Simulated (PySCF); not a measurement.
## `C=C1[C@@H](F)[C@]1(F)C(=O)O`, C5H4F2O2

Cartesian coordinates in Å; atom numbers follow the order of the lines, from 1:
```xyz
13

C     1.983    0.970   -0.216
C     1.034    0.082   -0.081
C     0.571   -1.302   -0.121
F     1.090   -2.209    0.740
C    -0.341   -0.188    0.415
F    -0.561   -0.097    1.756
C    -1.517    0.179   -0.430
O    -1.538    0.021   -1.624
O    -2.515    0.695    0.274
H     1.827    2.005    0.040
H     2.954    0.694   -0.594
H     0.274   -1.769   -1.055
H    -3.264    0.920   -0.301
```

The calculation used TDDFT LC-wPBE/def2-SVPD circular dichroism and optical rotation, one conformer, gas phase in PySCF 2.14.0. Geometry: GFN2-xTB.

The molecule is flexible and this is one conformer; a measurement averages over conformers.

**Question.** Draw the ECD and absorption spectra from the lowest 12 states, each a Gaussian of half-width 0.25 eV at 1/e height.

**Answer.** 
```csv
E (eV),λ (nm),Δε (L mol⁻¹ cm⁻¹),ε (L mol⁻¹ cm⁻¹)
5.44,228,-0.09,1.73
5.59,222,-1.01,20.7
5.74,216,-5.55,139
5.89,210,-13.66,587
6.04,205,-10.87,1630
6.19,200,+8.67,2770
6.34,196,+18.54,2550
6.49,191,+10.48,1190
6.64,187,+2.57,280
6.79,183,+0.35,133
6.94,179,+0.68,1220
7.09,175,+3.86,7110
7.24,171,+10.94,20300
7.39,168,+15.18,28400
7.54,164,+12.08,21300
7.69,161,+14.11,12700
7.84,158,+23.73,9820
7.99,155,+21.80,6580
8.14,152,+6.75,3800
8.29,150,-10.97,3770
8.44,147,-29.33,4430
8.59,144,-38.41,4610
8.74,142,-25.79,7290
8.89,139,+0.22,14400
```
Δε uses R in velocity form, ε uses f in length form. Only the states computed contribute, so the short-wavelength end is incomplete.
